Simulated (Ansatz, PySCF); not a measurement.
H8OSi3, SMILES O[SiH]([SiH3])[SiH3].

The structure is a stationary point at PBE0-D3(BJ)/def2-SVP. The values are those of a single conformer.

Vertical ionisation energy (IE) and electron affinity (EA) in eV. Rows of orbital energies are one-electron estimates. Where ΔSCF, EOM or ADC give a negative EA the extra electron is unbound and the value depends on the basis.

```csv
level,IE,EA
"−ε(HOMO), −ε(LUMO), PBE0/def2-TZVP (PySCF)",7.46,0.84
"−ε(HOMO), −ε(LUMO), PBE/def2-TZVP (PySCF)",6.32,1.68
"ΔSCF, CAM-B3LYP/def2-SVPD (Ansatz), final states of multiplicity 2 and 2",9.44,-0.77
"ΔSCF, PBE/def2-SVPD (Ansatz), final states of multiplicity 2 and 2",9.03,-0.45
```

Q: What vertical singlet–triplet gap does ΔSCF give with CAM-B3LYP/def2-SVPD (Ansatz, a first-principles code) and with PBE/def2-SVPD (Ansatz)? (An estimate is asked for; the answer gives what the named calculation found.)

A: 5.15 and 4.47 eV (triplet above singlet where positive).
